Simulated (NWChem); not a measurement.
CH$_{4}$CdOS; SMILES C[S][Cd][OH]

```xyz
8

Cd    -0.0793     0.5717     0.0017
O      0.3202     2.4992    -0.0822
H      0.4134     2.8811     0.7980
S     -0.5985    -1.7024    -0.0112
C      1.0476    -2.4981    -0.0051
H      1.6371    -2.2484    -0.8980
H      0.8616    -3.5816    -0.0112
H      1.6254    -2.2566     0.8976
```
Atoms are numbered in this order, from 1.

Computed with NWChem. Medium grid unless said otherwise, to which SCAN and Minnesota functionals are sensitive. Geometry: optimised at PBE0/def2-SVP. def2 effective core potentials on Cd; no spin-orbit coupling. Hybrids' shares of exact exchange are those that their runs print; pure functionals count as 0. The functionals differ in more than this share.

```csv
row,share of exact exchange,highest occupied level (eV)
PBE/def2-SVP,0.00,-5.38
BP86/def2-SVP,0.00,-5.48
B3LYP/def2-SVP,0.20,withheld
MPW1K/def2-SVP,0.43,-7.49
MN15/def2-SVP,0.44,-7.26
Hartree-Fock/def2-SVP,1.00,-9.29
```

Problem. Fit a straight line of the last column on the one before it, predict the withheld value, and compare with the run.

Solution. 
1. Means of the 5 shown rows: x = 0.374, y = -6.980. Slope Σ(x − x̄)(y − ȳ)/Σ(x − x̄)² = -2.652/0.6791 = -3.906; intercept -5.519.
2. The shown rows scatter about the line by 0.158 (root mean square); the largest residual is -0.29, at MPW1K/def2-SVP.
3. At x = 0.20 (B3LYP/def2-SVP; inside the shown range) the line gives -6.30.
4. The run gives -6.33, -0.03 from the line, 0.2 times the scatter.
